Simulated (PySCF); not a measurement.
## Germanium: a sound run and one with changed settings

Sound run: Ge⁺ [Ar] 3d10 4s2 4p1, Ge²⁺ [Ar] 3d10 4s2. Computed with PySCF 2.14 in cc-pVTZ-PP with ECP10MDF (5s4p3d1f, 39 functions), with scalar relativity through the core potential. The sound run starts from symmetry-adapted Hartree-Fock orbitals and uses a fine grid where one is needed.

A second run was set up differently.

```
species  method  sound run (hartree)  changed run (hartree)  converged
    Ge⁺     UHF           -293.08057             -293.07958         no
    Ge⁺     LDA           -293.76471             -293.67539         no
    Ge⁺   M06-L           -294.28595             -294.13534         no
   Ge²⁺     UHF           -292.52030             -292.51998         no
   Ge²⁺     LDA           -293.18368             -293.17610         no
   Ge²⁺   M06-L           -293.71639             -293.71044         no
```

Question: What was changed?
A. level shift left on
B. too few SCF iterations
C. minimal basis
D. all electrons correlated in a valence basis

Answer: B. It used initial guess 1e, at most 3 SCF cycles. The SCF was stopped early; the energies are upper bounds that still move, and correlated levels were skipped or rest on poor orbitals.
